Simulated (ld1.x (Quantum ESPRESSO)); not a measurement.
Configuration tests for aluminium (RRKJ)

Al (Z = 13), norm-conserving RRKJ (Kleinman–Bylander form), made with ld1.x (Quantum ESPRESSO) 7.5 (PBE, fully relativistic). Core [Ne], reference 3s1 3p0 (charge +2). Waves: 3p (bound, empty): rc 1.85 bohr; 3d channel at 0.4 Ry: rc 2.00 bohr; 3s (bound): rc 2.10 bohr. Local part: the s channel. Core correction: Bessel-smoothed model core inside 1.85 bohr. rho0 = 0.01.

Open shells are filled in proportion to 2j + 1 (rel_dist='average').

Energies are relative to the spin-unpolarised reference configuration 3s1 3p0; without spin polarisation the order of configurations can differ from experiment. The frozen-core shift is the all-electron ΔE with the core orbitals held at their reference shape minus the fully relaxed ΔE.

Question: Give the all-electron excitation energy and the error of the potential for: 3s2 3p1; 3s2 3p0; 3s2 3p0.5; 3s2 3p1.3; 3s1 3p1; 3s1 3p2; 3s0 3p3.

Answer:

| valence configuration | charge | ΔE all-electron (eV) | error AE − PS (meV) | frozen-core shift (meV) |
| --- | --- | --- | --- | --- |
| 3s2 3p1 | 0 | -24.987 | +75 | +19 |
| 3s2 3p0 | +1 | -19.225 | +46 | +12 |
| 3s2 3p0.5 | +0.5 | -22.901 | +63 | +17 |
| 3s2 3p1.3 | -0.3 | -25.561 | +79 | +19 |
| 3s1 3p1 | +1 | -13.415 | +22 | +5.6 |
| 3s1 3p2 | 0 | -19.847 | +48 | +11 |
| 3s0 3p3 | 0 | -14.536 | +24 | +5.1 |

Levels in the configuration 3s0 3p3:

| level | all-electron (eV) | pseudo (eV) |
| --- | --- | --- |
| 3p j=1/2 | -3.905 | -3.919 |
| 3p j=3/2 | -3.885 | -3.900 |
